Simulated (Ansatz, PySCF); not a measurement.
System: CHS, net charge 0, doublet state. It need not be the lowest isomer of its formula. 
Coordinates optimised at B3LYP-D3(BJ)/def2-TZVP (Ansatz, a quantum-chemistry and plane-wave program):
```
S
C 1 1.6417
H 1 1.3772 2 103.75
```
Charge 0, spin multiplicity 2.

Quantity: atomisation energy (electronic, to ground-state atoms), in eV. Valence correlation only, unless marked. Open shells are spin-unrestricted. No spin-orbit coupling. No relativistic terms. The coupled-cluster limit lacks core correlation, which all-electron functionals hold. CBS marks a two-point X^-3 extrapolation of the correlation energy; Hartree-Fock from the larger set.

```tsv
level	program	atomisation energy (eV)
HF-D4/def2-TZVPD	PySCF + dftd4	5.10
PBE-D3(BJ)/def2-TZVPD	Ansatz + dftd3	8.64
BP86/def2-TZVPD	PySCF	8.64
B3LYP-D4/def2-TZVPD	Ansatz + dftd4	(withheld)
PBE0-D3(BJ)/def2-TZVP	Ansatz + dftd3	8.21
MN15/def2-TZVPD	PySCF	(withheld)
SCS-MP2/aug-cc-pV(T+d)Z	Ansatz	7.71
CCSD(T)/CBS(aug-cc-pV(T+d)Z,aug-cc-pV(Q+d)Z)	Ansatz	(withheld)
```

Question: Fill in the missing entries.

Answer: 
- B3LYP-D4/def2-TZVPD, atomisation energy (eV): 8.12
- MN15/def2-TZVPD, atomisation energy (eV): 8.16
- CCSD(T)/CBS(aug-cc-pV(T+d)Z,aug-cc-pV(Q+d)Z), atomisation energy (eV): 8.05
